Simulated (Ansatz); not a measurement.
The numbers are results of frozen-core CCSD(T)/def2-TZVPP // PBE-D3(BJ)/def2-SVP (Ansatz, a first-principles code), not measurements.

Ansatz 0.2 input:
```yaml
crystal:
  periodic: [false, false, false]
  atoms:
    - { symbol: Zn, position_ang: [0.0, 0.0, 0.0] }
    - { symbol: H, position_ang: [-1.509555, -0.047345, -0.354793] }
    - { symbol: H, position_ang: [1.509555, 0.047345, 0.354793] }
basis:
  gaussian: { orbitals: def2-TZVPP }
correlation:
  method: ccsd_t
```

Output:

```
Functional definition: HF
603 factors; integrals over basis functions are off by at most 1.0e-3 eV
mean field evaluation 1: about -48406.7469 eV, gradient 1.1e1 eV
mean field evaluation 2: about -48406.7529 eV, gradient 1.1e1 eV
mean field evaluation 4: about -48407.1470 eV, gradient 2.4e0 eV
mean field evaluation 8: about -48407.1608 eV, gradient 2.8e-5 eV
mean field evaluation 16: about -48407.1606 eV, gradient 3.8e-1 eV
mean field -48407.16080360 eV, -1778.9303479803 hartree, gradient 1.3e-6 eV, S^2 0.000000; 0 other end points of the search recorded, 0 dependent functions left out
5 core orbitals not correlated
reference -48407.16080360 eV, -1778.9303479803 hartree; 11, 11 occupied and 76, 76 virtual orbitals, 603 factors
second order -23.31056059 eV of doubles, -0.00000000 eV of singles
cycle   1  -20.18138503 eV  change     3.1e0 eV  update   1.4e-1
cycle   2  -21.21503614 eV  change    -1.0e0 eV  update   7.3e-2
cycle   3  -21.43299848 eV  change   -2.2e-1 eV  update   2.0e-2
cycle   4  -21.36433328 eV  change    6.9e-2 eV  update   7.4e-3
cycle   5  -21.34988239 eV  change    1.4e-2 eV  update   2.6e-3
cycle   6  -21.35541525 eV  change   -5.5e-3 eV  update   8.9e-4
cycle   7  -21.35586404 eV  change   -4.5e-4 eV  update   2.9e-4
cycle   8  -21.35541467 eV  change    4.5e-4 eV  update   9.8e-5
cycle   9  -21.35549737 eV  change   -8.3e-5 eV  update   3.2e-5
cycle  10  -21.35556046 eV  change   -6.3e-5 eV  update   7.1e-6
cycle  11  -21.35554182 eV  change    1.9e-5 eV  update   4.5e-6
perturbative correction -0.46885617 eV, -0.0172301464 hartree
Total energy: -48428.98520159 eV, -1779.7323798131 hartree
```

Cost: about 4 core-seconds (a rough figure).
